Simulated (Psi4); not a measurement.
F2Sn, charge -1, doublet, geometry from GFN2-xTB (such geometries of metal compounds can be far from the true shape) (a state made from the parent by changing its charge; the spin is typed, not shown lowest) (all electrons, no relativity) (a gas-phase anion, which may not be bound at this level), atoms displaced at random by about 0.02 Å a coordinate. Base run: B3LYP/STO-3G (Psi4).

Psi4 was given this input:
```
memory 2 GB

molecule mol {
-1 2
Sn    0.033443    0.029942    0.330885
F     0.894215    1.675552   -0.906182
F    -0.932642   -1.664780   -0.939090
}

set {
  basis sto-3g
  reference uks
  scf_type pk
}

optimize('b3lyp')
print_variables()
```

Variants of this job, named by their change:

| change | ΔE vs base (µEh) | optimiser steps | core-seconds (rough) |
|---|---|---|---|
| base | 0.0 | 9 | 50 |
| opt_coordinates = cartesian | 0.6 | 13 | 50 |
| g_convergence = gau | 0.0 | 9 | 40 |
| intrafrag_hess = lindh | -0.6 | 9 | 50 |
| hess_update = bofill | 0.3 | 9 | 50 |
| intrafrag_hess = simple | 0.0 | 9 | 40 |
| g_convergence = nwchem_loose | -0.3 | 8 | 40 |

Open shells are given as the SCF converged; they aren't shown to be the lowest states, and a large step between rows can be another state.

A gas-phase anion may not be bound at this level; its values then depend on the basis.
